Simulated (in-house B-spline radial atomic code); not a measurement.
Re. Computed with a B-spline radial atomic code. Model: all-electron spherical atom, spin shells full or empty, radial basis limit, no spin-orbit coupling, Breit or QED, empty-state partial waves extrapolated as (l+1/2)^-4, RPA, G0W0 and static COHSEX of the highest shell as one setting changes (uncorrelated shells keep exact exchange).

Without the two-electron picture change, core correlation of heavy ions comes too large.

Given: element Re; charge 0; filled core Xe; hamiltonian one-electron scalar X2C; mean-field start LDA VWN5; highest l of empty states 9; nuclear rms radius 5.3698 fm; highest mean-field shell 6s down.

Shell: 4f 7 7, 5d 5 0, 6s 1 1 (electrons up and down).

```
lowest nl shells left uncorrelated  RPA correlation energy (hartree)  G0W0 level (eV)  G0W0 minus most complete (meV)  COHSEX level (eV)  removal by RPA minus most complete (meV)
                                 0                           -6.7659          -7.9735                               0            -10.374                                         0
                                 1                           -6.5407          -7.9735                               0            -10.374                                         0
                                 2                           -6.3301          -7.9738                            -0.3            -10.375                                       0.4
                                 3                           -5.7214          -7.9734                             0.1            -10.374                                       0.2
                                 4                           -5.5232          -7.9752                            -1.7            -10.379                                       2.1
                                 5                                 ?                ?                               ?                  ?                                         ?
                                 6                           -3.9096            -7.97                             3.5            -10.369                                      -0.7
                                 7                           -3.7181          -7.9806                            -7.1            -10.397                                       9.1
                                 8                            -3.141          -7.9821                            -8.6            -10.404                                       8.3
                                 9                                 ?                ?                               ?                  ?                                         ?
                                10                             -1.95          -7.9878                           -14.3            -10.426                                       1.3
                                11                           -1.3405          -7.8691                           104.4            -10.315                                    -147.9
                                12                          -0.28445          -7.7364                           237.1            -10.084                                    -203.9
```

What follows for lowest nl shells left uncorrelated = 5?

RPA correlation energy -4.9134 hartree; G0W0 level -7.9745 eV; G0W0 minus most complete -1 meV; COHSEX level -10.378 eV; removal by RPA minus most complete 1.9 meV.

What follows for lowest nl shells left uncorrelated = 9?

RPA correlation energy -2.1481 hartree; G0W0 level -7.9682 eV; G0W0 minus most complete 5.3 meV; COHSEX level -10.38 eV; removal by RPA minus most complete -15.5 meV.
